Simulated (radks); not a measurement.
Values are calculated unless marked as measured or tabulated.
The arsenic anion As- inside a hard spherical wall (all orbitals vanish at R), configuration held at [Ar] 3d10 4s2 4p4 and not refilled when levels cross. Level of theory: scalar-relativistic Kohn-Sham, PBE, spin-polarised, spherical densities, finite nucleus; open shells are filled with parallel spins first; Fermi nuclear charge, rms radius 4.0968 fm (a radial shooting solver on a logarithmic mesh with Libxc functionals). Eigenvalues in eV for spin up, with the zero of energy where the potential of the charges vanishes at infinity; a dash marks a level that is unbound or too diffuse for the functional's potential to be trusted. A positive occupied level is held by the wall or, in an anion where self-interaction has pushed it up, behind a barrier. The pressure on the wall is -dE/dV.

R (bohr)  E (hartree)  kinetic (hartree)    e(3p)    e(3d)   e(4s)   e(4p)  e(5s, empty)  e(5p, empty)  pressure (GPa)
20        -2260.88152           2304.366  -126.59  -33.584  -8.330   0.462         2.141         2.424        0.000626
15        -2260.88085           2304.366  -126.41  -33.403  -8.139   0.628         2.696         3.304         0.00223
8         -2260.86509           2304.433  -125.33  -32.330  -7.191   1.482         6.120         8.846           0.414
7         -2260.84729           2304.509  -124.62  -31.624  -6.629   2.033         8.028        11.641            1.28
4         -2260.26091           2306.694  -115.20  -22.337   0.473  10.381        35.102        44.717             109
2.5       -2255.89231           2320.019  -90.680    1.542  27.889  43.605        135.43        152.90            3090
